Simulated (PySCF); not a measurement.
Run record: geometry optimisation, `C#[C][Ga]([F])[O]C`.

Computed with PBE0-D3(BJ)/def2-SVP geometry optimisation, gas phase (PySCF 2.14.0). Start geometry: GFN2-xTB. The input is one job of a driver script: a line of settings, then coordinates in Å.

Command:
```bash
OMP_NUM_THREADS=1 python probes_run.py task.json out
```

Input:
```
{"job": {"xc": "PBE0", "basis": "def2-SVP", "d3": "d3bj", "grid": 1, "shake": 0.01, "kind": "geom"}, "charge": 0, "multiplicity": 1}
C      3.325880     0.512690    -0.506380
C      2.101980     0.577210    -0.416710
Ga     0.158560     0.683680    -0.284790
F     -0.723040     1.928880    -1.092270
O     -0.576210    -0.539930     0.704630
C     -1.899380    -0.845570     1.106250
H      4.366260     0.485700    -0.585610
H     -2.614580    -0.137770     0.705700
H     -1.947850    -0.830690     2.219700
H     -2.141170    -1.855130     0.757200
```

Output:
```
step   0  E = -2215.59498691  max force = 0.051382
step   1  E = -2215.59974328  max force = 0.012136
step   2  E = -2215.60047882  max force = 0.002888
step   3  E = -2215.60079444  max force = 0.001973
step   4  E = -2215.60096214  max force = 0.003333
step   5  E = -2215.60098822  max force = 0.001704
step   6  E = -2215.60099644  max force = 0.000329
optimisation converged
```

Energies in Eh; «max force» is the largest Cartesian gradient component in Eh/bohr.

**Question.** Give the first gradient maximum in eV/Å.

**Answer.** With 1 Eh/bohr = 51.422 eV/Å, 2.642 eV/Å.

**Question.** How much energy does the optimisation release, in kJ/mol?

**Answer.** E(step 0) − E(last step) = 0.006010 Eh, which is 15.8 kJ/mol.

In short: final energy -2215.60100 Eh after 6 steps; dipole 1.28 D.

**Question.** Where do the atoms end?

**Answer.** 0.225 Å rms from the input after alignment:
```
atom  x, y, z in Å
C1     3.3493    0.6077   -0.5772
C2     2.1478    0.5556   -0.3924
Ga3    0.2853    0.4857   -0.1251
F4    -0.7793    1.6502   -0.8835
O5    -0.5288   -0.7158    0.8712
C6    -1.9168   -0.7883    1.0654
H7     4.4122    0.6510   -0.7410
H8    -2.4722    0.0116    0.5451
H9    -2.1492   -0.7198    2.1423
H10   -2.2980   -1.7588    0.7029
```

The run took 45 s wall on one thread, Arm Neoverse V1 (aarch64), no GPU (shared host), and the process peaked at 0.50 GiB of memory.
Labels such as C1 count atoms from 1, the log's own numbers from 0.
